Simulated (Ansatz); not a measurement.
Geometry optimisation, RKS PBE0-D4/def2-SVP (Ansatz).

The input (input.yaml):

```yaml
crystal:
  periodic: [false, false, false]
  atoms:
    - { symbol: O, position_ang: [-1.72299, 1.00895, -0.14187] }
    - { symbol: Al, position_ang: [-0.15623, 0.51997, -0.21588] }
    - { symbol: B, position_ang: [0.73077, -1.2389, 0.45188] }
    - { symbol: Cl, position_ang: [-0.69986, -1.90867, 1.07453] }
    - { symbol: H, position_ang: [-2.61248, 1.3346, -0.1237] }
    - { symbol: H, position_ang: [0.8473, 1.49261, -0.88371] }
    - { symbol: H, position_ang: [1.70123, -1.89664, 0.56646] }
basis:
  gaussian: { orbitals: def2-SVP }
hamiltonian:
  xc: pbe0
  dispersion: d4
relax:
  f_tol: 0.015
  max_steps: 40
output:
  orbitals: {}
```

Run as:

```bash
$ ansatz run input.yaml --threads 1 --pin off --max-ram 2048MiB --backend cpu --events-out ev --progress --plain --runs-dir out
```

Problem. Where does it end, and by what steps?

Solution. The run converged. After 20 steps the energy has fallen by 0.734 eV; Cl4 moved furthest, 0.55 Å.

| step | energy less start (eV) | largest force component (eV/Å) | accepted |
| --- | --- | --- | --- |
| 0 | 0.0000 | 1.831 | yes |
| 1 | -0.5153 | 0.717 | yes |
| 2 | -0.6250 | 0.286 | yes |
| 3 | -0.6299 | 0.127 | yes |
| 4 | -0.6320 | 0.064 | yes |
| 5 | -0.6330 | 0.064 | yes |
| 6 | -0.6333 | 0.067 | yes |
| 7 | -0.6355 | 0.187 | yes |
| 8 | -0.6364 | 0.122 | yes |
| 9 | -0.6386 | 0.499 | yes |
| 10 | -0.6640 | 1.776 | yes |
| 11 | -0.6790 | 0.653 | yes |
| 12 | -0.6975 | 0.257 | yes |
| 13 | -0.6665 | 1.943 | no |
| 14 | -0.7207 | 0.251 | yes |
| 15 | -0.7189 | 0.910 | no |
| 16 | -0.7295 | 0.152 | yes |
| 17 | -0.7324 | 0.131 | yes |
| 18 | -0.7330 | 0.133 | yes |
| 19 | -0.7335 | 0.021 | yes |
| 20 | -0.7335 | 0.006 | yes |

```xyz
7
Properties=species:S:1:pos:R:3
O -1.830 0.867 -0.055
Al -0.159 0.558 -0.234
B 0.541 -1.316 0.526
Cl -0.592 -2.405 1.296
H -2.284 1.660 -0.347
H 0.733 1.673 -0.943
H 1.680 -1.726 0.485
```

Time of the run: 2.6 min on 1 thread of Intel(R) Xeon(R) Processor @ 2.50GHz (Skylake/Cascade Lake) (shared host), peak memory 0.16 GiB.
